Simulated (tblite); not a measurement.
silanone (H₂OSi), singlet, at a GFN2-xTB geometry; GFN1-xTB run with tblite.

The tblite input:
```
$ tblite run mol.xyz --method gfn1 --charge 0 --spin 0 --json tblite.json --no-restart

# file mol.xyz
4

Si     0.06685327    -0.42675674     0.00274181
O     -0.16591088     1.05908930    -0.00680439
H     -0.98465592    -1.43401683    -0.00031696
H      1.37599714    -1.06410322     0.01636676
```

Output, abridged:

```
xTB calculator
 | screened Coulomb repulsion
 | Coulomb electrostatics
 |  * isotropic Klopman-Ohno-Mataga-Nishimoto electrostatics
 |  * onsite third-order electrostatics
 | DFT-D3(BJ) dispersion correction

halogen bonding energy    0.0000000000000E+00 Eh
repulsion energy          6.0135500527142E-02 Eh
dispersion energy        -6.3234386823040E-04 Eh
number of electrons       1.2000000000000E+01 e
integral cutoff           2.8146159136829E+01 bohr

------------------------------------------------------------
  cycle        total energy    energy error   density error
------------------------------------------------------------
      1     -7.422241580182  -7.4817447E+00   6.6095077E-01
      2     -7.683828616526  -2.6158704E-01   2.9067825E-01
      3     -7.690841552451  -7.0129359E-03   1.8350420E-01
      4     -7.691281585433  -4.4003298E-04   7.2218211E-02
      5     -7.698333042463  -7.0514570E-03   1.3382773E-02
      6     -7.698495163450  -1.6212099E-04   7.4410063E-03
      7     -7.698573107875  -7.7944425E-05   4.2334066E-04
      8     -7.698573299418  -1.9154255E-07   3.2359962E-04
      9     -7.698573440500  -1.4108207E-07   4.4004222E-05
     10     -7.698573443073  -2.5731355E-09   1.9128424E-06
------------------------------------------------------------

electronic energy        -7.7580765997321E+00 Eh
total energy             -7.6985734430732E+00 Eh

Post processing:
 | Mayer-Wiberg bond orders

[Info] JSON dump of results written to 'tblite.json'
```
